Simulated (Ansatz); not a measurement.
Diatomic GeTe, closed-shell singlet (the spin of the measured ground state). No spin–orbit coupling. Ge is treated without relativity.

Seven points along R, fitted to fifth degree in 1/R; most abundant isotopes. In def2 and cc sets the state is the lowest found near the PBE0 minimum, followed along R. The singlet is held restricted.

Correlated levels freeze the inner cores; with def2 sets outer-core shells near the valence are correlated too. CBS: X⁻³ extrapolation of the correlation energy, Hartree–Fock from the larger set.

Programs: Ansatz (Gaussian basis) for Hartree–Fock, density functionals and correlated methods. Values without a source in brackets are computed. In def2 rows elements past Kr take small-core potentials, without spin–orbit coupling.

Doubts at one or more of the structures used: a restricted determinant that unrestricted orbitals would lower (CCSD(T)/def2-TZVPP, CCSD(T)/def2-QZVPP, CCSD(T)/CBS(def2-TZVPP, def2-QZVPP)).

Quantity: ω_e, from seven points a level.

Costs are ratios of core time to PBE/def2-TZVPP (roughly 11 s), for whole runs (searches for the state included, and forces where a run took them) on one shared machine, so rough; each error counts from the measured 323.9 cm⁻¹ [Huber and Herzberg (1979), NIST Chemistry WebBook].

| level | basis functions | cost |
|---|---|---|
| SVWN5/def2-TZVPP | 98 | ×0.8 |
| PBE/def2-TZVPP | 98 | ×1 |
| PBE0/def2-TZVPP | 98 | ×1 |
| r2SCAN/def2-TZVPP | 98 | ×2 |
| B3LYP/def2-TZVPP | 98 | ×2 |
| B2PLYP/def2-TZVPP | 98 | ×2 |
| BHLYP/def2-TZVPP | 98 | ×3 |
| B97M-V/def2-TZVPP | 98 | ×3 |
| wB97M-V/def2-TZVPP | 98 | ×3 |
| CCSD(T)/def2-TZVPP | 98 | ×6 |
| CCSD(T)/def2-QZVPP | 171 | ×20 |
| CCSD(T)/CBS(def2-TZVPP, def2-QZVPP) | - | ×20 |

What does the step from CCSD(T)/def2-TZVPP to CCSD(T)/def2-QZVPP cost and buy?

98 to 171 functions, cost ×3 (rough); the error goes from 2 to 4 cm⁻¹.

Each error (cm⁻¹): SVWN5/def2-TZVPP 2; PBE/def2-TZVPP -9; PBE0/def2-TZVPP 11; r2SCAN/def2-TZVPP 5; B3LYP/def2-TZVPP -2; B2PLYP/def2-TZVPP -4; BHLYP/def2-TZVPP 18; B97M-V/def2-TZVPP 4; wB97M-V/def2-TZVPP 27; CCSD(T)/def2-TZVPP 2; CCSD(T)/def2-QZVPP 4; CCSD(T)/CBS(def2-TZVPP, def2-QZVPP) 6.

Ansatz is a first-principles code.
